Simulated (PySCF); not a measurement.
Problem. Write a Z-matrix for `C1CC1[C@@H]1CCC[C@H]1F` as optimised with PBE0-D3(BJ)/def2-SVP.

Solution. 
Z-matrix in Å and degrees, rows numbered from 1:
```
F 
C   1  1.3861
C   2  1.5231  1  109.59
C   3  1.5264  2  104.28  1   -91.68
C   4  1.5261  3  102.18  2   -40.79
C   5  1.5386  4  104.37  3    39.85
C   6  1.5058  2  114.28  1  -116.75
C   7  1.4996  6  120.25  2    80.26
C   7  1.4997  6  120.39  2   151.15
H   2  1.1024  1  106.62  3   122.67
H   3  1.0995  2  110.91  1    32.69
H   3  1.1028  2  109.04  1   151.07
H   4  1.1000  3  113.60  2  -163.60
H   4  1.1026  3  109.69  2    76.10
H   5  1.1040  4  109.64  3   -77.32
H   5  1.0998  4  113.96  3   162.94
H   6  1.1029  2  104.62  1     1.76
H   7  1.0970  6  113.97  2   -64.37
H   8  1.0937  7  117.51  9  -108.16
H   8  1.0928  7  118.46  9   108.10
H   9  1.0929  7  118.64  8  -108.19
H   9  1.0938  7  117.46  8   107.95
```

All internal angles of the 3-membered ring C7–C8–C9 are 60.0°. The 5-membered ring C2–C3–C4–C5–C6 has internal angles of 102.2° to 106.1°; it is puckered, 0.18 Å rms from its mean plane, widest ring torsion 41°. Of the pairs four or more bonds apart, H15···H18 is among the closest relative to their van der Waals radii: 2.51 Å, 105 % of the sum of Bondi's values. The C–C distances run from 1.500 Å (C7–C8, drawn single) to 1.544 Å (C2–C6, drawn single), a spread of 0.044 Å.

Computed, not measured: PBE0-D3(BJ)/def2-SVP geometry optimisation, gas phase (PySCF).

Point group: C1 (no symmetry element, even within 0.4 Å). No PBE0-D3(BJ)/def2-SVP frequencies stand behind this structure, so it isn't proved a minimum. The numbers are those of one conformer (C5–C6–C7–C8 -158°, F1–C2–C3–C4 -92°, C2–C3–C4–C5 -41°, C3–C4–C5–C6 40°, C4–C5–C6–C7 -150°).

On one thread of an Arm Neoverse V2 (shared host), this took 68 s wall. This is the geometry optimisation.
